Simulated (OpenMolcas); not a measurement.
## What dynamic correlation does to the levels of N⁺

```yaml
Program: OpenMolcas 26.06
Basis: ANO-RCC-VTZP [4s3p2d1f]
Scalar_Hamiltonian: DKH2, point nucleus
Active_space: 4 electrons in 8 orbitals (2s 2p 3s 3p)
State_averaging: 2S+1 = 3 even, 3 roots; 2S+1 = 1 even, 6 roots; 2S+1 = 5 odd, 1 root; 2S+1 = 3 odd, 9 roots; 2S+1 = 1 odd, 8 roots
Spin-orbit_coupling: state interaction with AMFI integrals over the reference wave functions, term energies averaged over their components
```

Methods on the same reference wave functions:
A. CASSCF
B. SS-CASPT2, IPEA 0.25 Eh, imaginary shift 0.1 Eh (closed shells correlated: 1s)
C. XMS-CASPT2, IPEA 0.25 Eh, imaginary shift 0.1 Eh (closed shells correlated: 1s)

Energies in cm⁻¹ above 2s² 2p² ³P₀, the measured ground level; measured values from NIST Handbook of Basic Atomic Spectroscopic Data.

| Level | A | B | C | Measured |
| --- | --- | --- | --- | --- |
| 2s² 2p² ³P₀ | 0.0 | 0.0 | 0.0 | 0.0 |
| 2s² 2p² ³P₁ | 45.5 | 45.5 | 45.5 | 48.7 |
| 2s² 2p² ³P₂ | 135 | 135 | 135 | 131 |
| 2s² 2p² ¹D₂ | 17611 | 15720 | 15710 | 15316 |
| 2s² 2p² ¹S₀ | 29324 | 32400 | 32800 | 32689 |
| 2s 2p³ ⁵S°₂ | 37387 | 44470 | 44880 | 46785 |
| 2s 2p³ ³D°₁ | 95462 | 90770 | 90920 | 92251 |
| 2s 2p³ ³D°₂ | 95467 | 90780 | 90930 | 92250 |
| 2s 2p³ ³D°₃ | 95474 | 90780 | 90930 | 92236 |
| 2s 2p³ ³P°₀ | 110828 | 108970 | 109280 | 109223 |
| 2s 2p³ ³P°₁ | 110832 | 108980 | 109280 | 109216 |
| 2s 2p³ ³P°₂ | 110840 | 108980 | 109290 | 109217 |
| 2s 2p³ ¹D°₂ | 160775 | 146900 | 146710 | 144188 |

Deviations, from unrounded energies. A percentage is the sum of absolute deviations over the sum of measured energies, with the sign that they share, or ± where signs differ.

| Against measurement | Levels | A | B | C |
| --- | --- | --- | --- | --- |
| mean absolute deviation (cm-1) | 12 | 3800 | 900 | 760 |
| fine structure of the ground term (%) | 2 | ±4.3 | ±4.2 | ±4.2 |
| other terms of the ground configuration (%) | 2 | ±11.8 | ±1.4 | +1.1 |
| other configurations (%) | 8 | ±5.1 | ±1.3 | ±1.1 |

C lies closest to measurement on these levels and A furthest from it. The largest miss of C in the table is 2s 2p³ ¹D°₂, by +2500 cm-1. The ranking rests on the paired levels alone, and a cruder setting can come out closer through cancelling errors.

Between B and C the level of the table that moves most is 2s 2p³ ⁵S°₂, by 410 cm-1 (lowest in B, highest in C). Moves below CASPT2's spread within the term are not significant.

The mean deviations of B to C differ by less than CASPT2's widest spread within a term (350 cm-1), so their order carries little weight.

From A to B the spin-free energies of the other terms of 2s² 2p² shown, above ³P, scale by factors of 0.89 to 1.11.

The lowest spin-free term lies below A's lowest term by 0.057 hartree in B, 0.059 hartree in C.

CASPT2 does not keep the components of a term degenerate, so their means are used; among the terms shown or strongly mixed into the levels shown the widest spread is 350 cm-1 (2s 2p³ ³D°, C). The run also gave levels led by 2s² 2p 3s, which use shells meant for correlation; these and all levels above them are left out. Without dynamic correlation excited terms often stand tens of per cent too high (terms of higher spin than the ground term too low), and those without a measured partner can miss by more than the paired ones (holds for A). Measured partners are found by configuration, term and J. A level has none where our copy of the source lacks it or the pairing is in doubt (some pairs that miss far off the trend of their configuration count as doubtful), and it then counts in no deviation. Levels of configurations outside the active space are missing. Levels that lie high or do not pair safely by name in every column are left out.

° marks odd parity.
